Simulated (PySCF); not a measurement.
**MBr cations for M along the alkaline earths**

HF with double-zeta basis sets in PySCF, for the lowest determinant that a PBE0 search found; no spin–orbit coupling. De refers to high-spin ground-configuration atoms (the charge goes to the atom of lower measured ionisation energy or higher electron affinity, which is not always the lowest computed limit). A positive dipole points towards Br; it is taken about the centre of mass and depends on that origin.

```json
{"M": "Be", "basis": "x2c-SVPall", "reference": "RHF", "charged atom": "Be+", "state (unpaired electrons)": "singlet (closed shell)", "Re (Å)": "1.892", "ωe (cm⁻¹)": "837", "De (eV)": "2.44", "μ (D)": "-9.54"}
{"M": "Ca", "basis": "x2c-SVPall", "reference": "RHF", "charged atom": "Ca+", "state (unpaired electrons)": "singlet (closed shell)", "Re (Å)": "2.535", "ωe (cm⁻¹)": "338", "De (eV)": "2.57", "μ (D)": "-14.77"}
{"M": "Sr", "basis": "def2-SVP", "reference": "RHF", "charged atom": "Sr+", "state (unpaired electrons)": "singlet (closed shell)", "Re (Å)": "2.709", "ωe (cm⁻¹)": "255", "De (eV)": "2.70", "μ (D)": "-13.54"}
```

**Question.** The row for M = Mg is missing. Estimate Re, ωe and De as the mean of the rows for Be and Ca, and compare with the calculation.

**Answer.** The means are 2.213 Å, 588 cm⁻¹ and 2.50 eV. RHF in x2c-SVPall gives MgBr⁺ as a singlet (closed shell) with Re = 2.284 Å, ωe = 445 cm⁻¹, De = 1.53 eV, so the estimate is off by -7.1 pm, +32 % and +0.98 eV.

The rows differ in basis set, which adds steps of its own.

For an ion De counts to the pair picked by the measured ionisation energies or electron affinities, which need not be the lowest pair at this level. Where the molecule has an RHF reference, its open-shell atoms are computed with UHF. Hartree–Fock leaves out correlation, which carries a large part of most bond energies and some tenths to 1 eV of ionisation energies.
